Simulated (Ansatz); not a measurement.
**Ligand exchange: Ge(CH3)(OH) + Nb(OH)3O → Ge(OH)2 + Nb(CH3)(OH)2O**

Species: Ge(CH3)(OH), singlet; Nb(OH)3O, singlet; Ge(OH)2, singlet; Nb(CH3)(OH)2O, singlet. The partners trade CH3 for OH: Ge–CH3 and Nb–OH bonds give way to Ge–OH and Nb–CH3.

Shapes, held fixed at every level: PBE0-D4/def2-TZVP. Flexible molecules stand in one conformer, not always the lowest. Programs: Ansatz 0.2.0. The zero-point and thermal change to 298 K, harmonic and unscaled (PBE0-D4/def2-TZVP), is -1.0 kJ/mol.

| level | kind | ΔH(298 K) (kJ/mol) | less CCSD(T)/def2-TZVPP |
| --- | --- | --- | --- |
| HF/def2-SVP | Hartree–Fock | +46.2 | +14.2 |
| HF/def2-TZVPP | Hartree–Fock | +36.3 | +4.3 |
| SPW92/def2-TZVPP | LDA | +33.2 | +1.2 |
| PBE0-D4/def2-TZVPP | global hybrid | +33.8 | +1.8 |
| wB97M-V/def2-TZVPP | range-separated hybrid | +30.7 | -1.3 |
| MP2/def2-SVP | perturbation theory | +38.4 | +6.4 |
| CCSD(T)/def2-TZVPP | coupled cluster or CI | +32.0 | 0.0 |

The highest level, CCSD(T)/def2-TZVPP, gives ΔH(298 K) = +32.0 kJ/mol; the levels span +30.7 to +46.2. The column of differences is taken from that level and isn't an error. No measured value is set beside it here. For atoms past krypton def2 sets carry core potentials with scalar relativity. Relativity is left out for Ge unless named. Correlated rows may include outer-core shells of Ge, Nb, which these sets cover unevenly.
